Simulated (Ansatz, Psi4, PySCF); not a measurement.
HCl$_{3}$Ge (SMILES [Cl][GeH]([Cl])[Cl]), singlet, at a GFN2-xTB geometry, atoms displaced at random by about 0.03 Å a coordinate. Base run: B3LYP/6-31G, gradient run with PySCF.

The PySCF input:
```python
from pyscf import gto, scf, dft

mol = gto.Mole()
mol.atom = '''
    Ge   -0.048085   -0.017929    0.411174
    Cl   -0.244233    1.969622   -0.285527
    Cl    1.864409   -0.799275   -0.188338
    Cl   -1.603321   -1.186219   -0.403269
    H    -0.149552   -0.032546    1.898090
'''
mol.basis = '6-31g'
mol.charge = 0
mol.spin = 0
mol.verbose = 3
mol.build()

mf = dft.RKS(mol)
mf.xc = 'b3lyp'
mf.kernel()
g = mf.nuc_grad_method()
grad = g.kernel()
```

Programs used: Ansatz (a first-principles code), Psi4, PySCF; a row that names a program was run with it.

The coordinate followed is x of atom 5.

Each row names what was changed in the base input (with any setting that the change needs).

| change | dE/dx (Eh/bohr) | net force (Eh/bohr) |
|---|---|---|
| base | 0.000189 | 0.000014 |
| density fitting = on | 0.000189 | 0.000014 |
| grids.level = 5; grid_response = off | 0.000189 | 0.000007 |
| grids.level = 1; grid_response = off | 0.000198 | 0.000944 |
| finite difference step (bohr) = 1e-3; conv_tol = 1e-11 | 0.000188 | - |
| grid_response = on | 0.000188 | 0.000000 |
| grids.level = 0; grid_response = off | 0.000110 | 0.000438 |
| conv_tol = 1e-11 | 0.000189 | 0.000014 |
| finite difference step (bohr) = 0.01; conv_tol = 1e-11 | 0.000188 | - |
| grids.level = 0; grid_response = on | 0.000186 | 0.000000 |
| code = ansatz | 0.000146 | 0.000000 |
| code = psi4 | 0.000100 | 0.000282 |

The net force is zero for an exact gradient.
